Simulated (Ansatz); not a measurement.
Mulliken charges of H$_{4}$NPTe (`NP[TeH]`) from r2SCAN/def2-TZVPP in Ansatz (PBE0-D4/def2-TZVP geometry).

```csv
atom,x (Å),y (Å),z (Å),charge (e)
N1,-1.042,0.670,-0.482,-0.351
P2,-0.525,-0.027,0.971,0.066
Te3,1.107,-1.862,0.487,-0.049
H4,-1.859,0.232,-0.881,0.168
H5,-0.367,0.895,-1.196,0.160
H6,0.485,0.919,1.266,0.030
H7,2.262,-0.894,-0.211,-0.023
```

Task: By hand: the dipole of these point charges (1 e Å = 4.8032 D).

Result: Σ q r = (-0.132, 0.085, -0.087) e Å, of length 0.179 e Å = 0.86 D.

Task: How does the dipole of the full density compare? (Estimate.)

Result: Ansatz gave: (-0.078, 0.198, -0.349) e Å, 1.96 D; the point charges give 0.44 times that, at 38° from its direction.

Point charges leave out the atoms' own dipoles, such as those of lone pairs, and Mulliken's split depends on the basis, so the two needn't agree.
